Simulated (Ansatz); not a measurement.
Geometry optimisation, RKS PBE0/def2-SVP (Ansatz).

input.yaml

```yaml
crystal:
  periodic: [false, false, false]
  atoms:
    - { symbol: Ge, position_ang: [0.0, 0.0, 0.0] }
    - { symbol: H, position_ang: [0.9646, 0.0, 1.4601] }
    - { symbol: F, position_ang: [1.8114, 0.0, 0.5034] }
    - { symbol: F, position_ang: [-0.7913, 1.3709, -0.5594] }
    - { symbol: F, position_ang: [-0.7913, -1.3709, -0.5594] }
basis:
  gaussian: { orbitals: def2-SVP }
hamiltonian:
  xc: pbe0
relax:
  f_tol: 0.15
  max_steps: 25
  restrain:
    - { distance: [1, 2], at: 0.92, k: 30.0 }
    - { distance: [0, 1], at: 2.75, k: 30.0 }
    - { distance: [0, 2], at: 2.88, k: 30.0 }
```

Run as:

```bash
$ ansatz run input.yaml --threads 1 --pin off --max-ram 2048MiB --backend cpu --events-out ev --progress --plain --runs-dir out
```

Where does it end, and by what steps?

The run converged. The restraints hold the end off the free minimum; the threshold counts their pulls, which the force column leaves out. Restrained pairs: H2–F3 (1.28 → 0.92 Å), Ge1–H2 (1.75 → 2.76 Å), Ge1–F3 (1.88 → 2.87 Å). After 8 steps the energy has fallen by 2.700 eV (the restraints' own energy left out); Ge1 moved furthest, 0.78 Å.

```
step  energy less start (eV)  largest force component (eV/Å)  accepted
   0                  0.0000                           4.816       yes
   1                  0.2620                           5.576       yes
   2                 -0.2928                           5.581       yes
   3                 -1.2966                           3.689       yes
   4                 -2.1509                           1.206       yes
   5                 -2.4855                           1.562       yes
   6                 -2.6754                           0.366       yes
   7                 -2.6939                           0.191       yes
   8                 -2.6999                           0.199       yes
```

```xyz
5
Properties=species:S:1:pos:R:3
Ge -0.746 0.000 0.212
H 1.612 0.000 1.637
F 2.057 0.000 0.829
F -0.865 1.328 -0.917
F -0.865 -1.328 -0.917
```

Run time: 14 s on 1 thread of Intel(R) Xeon(R) 6975P-C (Granite Rapids), on a shared host, peak memory 0.18 GiB.
